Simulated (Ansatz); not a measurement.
```yaml
crystal:
  periodic: [false, false, false]
  atoms:
    - {symbol: Ba, position_ang: [-1.069791, 1.700288, -3.101134]}
    - {symbol: Ba, position_ang: [-0.892114, -1.633808, -0.151713]}
    - {symbol: Ba, position_ang: [-1.747804, 2.170176, 1.580036]}
    - {symbol: Ba, position_ang: [2.929676, -0.117541, -1.288803]}
    - {symbol: Ba, position_ang: [1.550419, -1.312667, 3.574656]}
    - {symbol: Se, position_ang: [2.152573, -2.147139, 0.812239]}
    - {symbol: Se, position_ang: [-2.905635, 0.808837, -0.871419]}
    - {symbol: Se, position_ang: [0.520086, -0.867052, -2.972481]}
    - {symbol: Se, position_ang: [0.658426, 1.908054, -0.447297]}
    - {symbol: Se, position_ang: [-1.195847, -0.509149, 2.865934]}
basis:
  gaussian: {orbitals: def2-mTZVP, final_grid: {core_spheres: 20, valence_spheres: 16, degree: 47}}
total_charge: 1
magnetization: {spin_polarized: true, initial_magnetization: 1}
hamiltonian: {xc: {name: BHLYP}, dispersion: d3bj}
```

```sh
$ ansatz run in.yaml --threads 6 --pin off --events-out ev --progress --plain --max-ram 7833MiB
```

**Question.** Does this run fit into the memory that it is given?

**Answer.** No. It has 345 basis functions, and the program plans for 9 GiB where 8 GiB are given.
